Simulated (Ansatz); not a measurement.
Abstraction of F: GaH(CH3)F + C2H3Si → GaH(CH3) + C2H3FSi

Species: GaH(CH3)F, singlet; C2H3Si `C#C[SiH2]`, doublet; GaH(CH3), doublet; C2H3FSi `C#C[SiH2]F`, singlet. A radical takes F: the energy is the difference in strength between the Ga–F bond broken and the Si–F bond made.

Shapes, held fixed at every level: PBE0-D4/def2-TZVP. Programs: Ansatz 0.2.0. Electronic energies: no zero-point or thermal term.

| level | kind | ΔE (kJ/mol) | less CCSD(T)/def2-SVP | CPU time (sum over the molecules) |
| --- | --- | --- | --- | --- |
| MP2/def2-TZVPP | perturbation theory | -79.7 | -40.0 | – |
| HF/def2-SVP | Hartree–Fock | -49.9 | -10.2 | – |
| r2SCAN-D4/def2-TZVPP | meta-GGA | -53.5 | -13.8 | 43 s |
| B3LYP-D4/def2-TZVPP | global hybrid | -63.0 | -23.3 | 28 s |
| BHLYP-D4/def2-TZVPP | global hybrid | -70.4 | -30.7 | 22 s |
| PBE0-D4/def2-TZVPP | global hybrid | -57.0 | -17.3 | 22 s |
| wB97M-V/def2-TZVPP | range-separated hybrid | -72.0 | -32.3 | 79 s |
| CCSD(T)/def2-SVP | coupled cluster or CI | -39.7 | 0.0 | 22 s |

The highest level, CCSD(T)/def2-SVP, gives ΔE = -39.7 kJ/mol; the levels span -79.7 to -39.7. The column of differences is taken from that level and isn't an error. No measured value is set beside it here. Spin contamination: C2H3Si (⟨S²⟩ up to 0.85). Open shells run unrestricted. Relativity is left out for Ga. Outer-core shells of Ga are correlated, in sets that cover them unevenly. CCSD(T)/def2-SVP lies outside the range of all other levels here, so it shouldn't be taken on trust. Times are processor times on shared x86 and Arm servers, and rough.
